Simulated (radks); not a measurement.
The numbers below are computed, except where a source is named.
All-electron atom: Si III in [Ne] 3s2.

Code: a radial shooting solver on a logarithmic mesh with Libxc functionals. Model: scalar-relativistic Kohn-Sham, PBE, spin-unpolarised, spherical densities, finite nucleus; Fermi nuclear charge, rms radius 3.1224 fm.

Energy parts (eV):
total: -7863.124
kinetic: 7883.752
electron-nucleus: -18525.289
Hartree: 3326.453
exchange-correlation: -548.040

Orbitals (lengths in bohr, moments of r in powers of bohr; r(max) is where P^2 peaks; r(90%) holds 90 % of the orbital's charge):
| orbital | occ. | eigenvalue (eV) | r(90%) | r(max) | <r^2> | <r> |
|---|---|---|---|---|---|---|
| 1s | 2 | -1807.841 | 0.199 | 0.07261 | 0.01668 | 0.1113 |
| 2s | 2 | -160.8037 | 0.894 | 0.4542 | 0.3844 | 0.5672 |
| 2p | 6 | -116.9098 | 0.901 | 0.3874 | 0.3626 | 0.5362 |
| 3s | 2 | -28.5362 | 2.91 | 1.695 | 4.363 | 1.951 |

The highest occupied level is 3s at -28.536 eV. The density falls to 0.001 e/bohr^3 at r = 3.43 bohr. The electron density at the nucleus is 1917 e/bohr^3 (large components only). For comparison, the ionisation energy in NIST's Atomic Spectra Database is 33.493 eV (measured). In exact Kohn-Sham theory the highest level is minus the ionisation energy, but local and semilocal functionals leave it too shallow, through self-interaction and a potential that decays too fast; potentials with the right tail come closer.

Run on one thread of a shared host, so times are rough (AMD EPYC 7R43 64-Core Processor): 0.05 s of CPU time, 0.05 s wall, 15 iterations on 2189 mesh points.
